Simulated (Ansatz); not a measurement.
BI$_{2}$, doublet, geometry from GFN2-xTB (all electrons, no relativity); PBE0/3-21G run with Ansatz (a first-principles code).

Ansatz was given this input:
Ansatz 0.2 input:
```yaml
crystal:
  periodic: [false, false, false]
  atoms:
    - {symbol: I, position_ang: [-1.86137981, -0.09949148, 0.05566904]}
    - {symbol: B, position_ang: [-0.02702252, 0.88062837, 0.01245938]}
    - {symbol: I, position_ang: [1.86392910, 0.01641334, -0.05684445]}
basis:
  gaussian:
    orbitals: 3-21G.json
hamiltonian:
  xc: pbe0
magnetization: {spin_polarized: true, initial_magnetization: 1}
```
The basis file holds 3-21G in the JSON format of the Basis Set Exchange.

The log (banner, timings and long lists left out):

```
Functional definition: PBE0
934 factors; integrals over basis functions are off by at most 1.9e-4 eV
mean field evaluation 1: about -375650.6695 eV, gradient 5.8e0 eV
mean field evaluation 2: about -375650.8866 eV, gradient 1.7e0 eV
mean field evaluation 4: about -375650.9245 eV, gradient 2.9e-1 eV
mean field evaluation 8: about -375650.9301 eV, gradient 2.3e-2 eV
mean field evaluation 16: about -375650.9301 eV, gradient 9.6e-6 eV
mean field -375650.93008812 eV, -13804.9170553929 hartree, gradient 9.4e-6 eV, S^2 0.755017; 1 other end points of the search recorded, 0 dependent functions left out
reference -375650.93010578 eV, -13804.9170560419 hartree; 56, 55 occupied and 19, 20 virtual orbitals, 934 factors
Total energy: -375650.93010578 eV, -13804.9170560419 hartree
```
